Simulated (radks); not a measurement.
Computed order of ionisation of neodymium. At each step one electron was removed from each of the four highest sub-shells of the ion before, moves of one valence electron (up to charge 6) and the configuration listed by NIST were tried, and the lowest configuration was kept. Calculated with a radial shooting solver on a logarithmic mesh with Libxc functionals: Dirac Kohn-Sham, PBE, spin-unpolarised, spherical densities, finite nucleus; Fermi nuclear charge, rms radius of each element as measured or else 0.836 A^(1/3) + 0.57 fm. Sub-shells are occupied by j as written (lower j first in brackets).

| species | lowest configuration found | NIST configuration | margin to the next tried (eV) | IE (eV) | NIST IE (eV) | kind |
|---|---|---|---|---|---|---|
| Nd | [Xe] 4f(5/2: 4, 7/2: 0) 6s2 | same | 1.630 | 5.793 | 5.525 | exp. |
| Nd+ | [Xe] 4f(5/2: 4, 7/2: 0) 6s1 | same | 2.247 | 10.776 | 10.78 | semi-emp. |
| Nd2+ | [Xe] 4f(5/2: 4, 7/2: 0) | same | 2.878 | 22.531 | 22.09 | semi-emp. |
| Nd3+ | [Xe] 4f(5/2: 3, 7/2: 0) | same | 9.029 | 40.244 | 40.60 | semi-emp. |
| Nd4+ | [Xe] 4f(5/2: 2, 7/2: 0) | same | 13.070 | 60.420 | - |  |
| Nd5+ | [Xe] 4f(5/2: 1, 7/2: 0) | [Kr] 4d10 4f(5/2: 2, 7/2: 0) 5s2 5p(1/2: 2, 3/2: 3) lies 7.689 eV higher | 7.689 | 82.663 | 84 | theory |
| Nd6+ | [Xe] | differs (not computed) | 1.332 | 100.85 | 99 | theory |
| Nd7+ | [Kr] 4d10 5s2 5p(1/2: 2, 3/2: 3) | differs (not computed) | 4.853 | 115.93 | 114 | theory |
| Nd8+ | [Kr] 4d10 5s2 5p(1/2: 2, 3/2: 2) | differs (not computed) | 5.105 | 131.39 | 136 | theory |
| Nd9+ | [Kr] 4d10 5s2 5p(1/2: 2, 3/2: 1) | differs (not computed) | 5.363 | 147.18 | 152 | theory |
| Nd10+ | [Kr] 4d10 5s2 5p(1/2: 2, 3/2: 0) | differs (not computed) | 5.629 | 169.17 | 168 | theory |
| Nd11+ | [Kr] 4d10 5s2 5p(1/2: 1, 3/2: 0) | differs (not computed) | 21.694 | 186.11 | 195 | theory |
| Nd12+ | [Kr] 4d10 5s2 | same | 22.144 | 225.95 | 221 | theory |
| Nd13+ | [Kr] 4d10 5s1 | same | 118.18 | 244.47 | 243.0 | semi-emp. |

Reference values: NIST Atomic Spectra Database (exp. = measured, semi-emp. = semi-empirical, theory = theoretical value adopted there). Spin polarisation and multiplet splitting are left out, so open shells lie too high by an amount that depends on their filling. Tried without a valid solution: [Xe] 4f(5/2: 5, 7/2: 0) 6s1.

Beside tabulated values, note that spin-unpolarised runs miss the spin-polarisation part of the exchange energy of open shells. No tabulated value is given for the 4+ ions of Nd, Pm and Eu to Yb, where it belongs to another shell than the one emptied here.
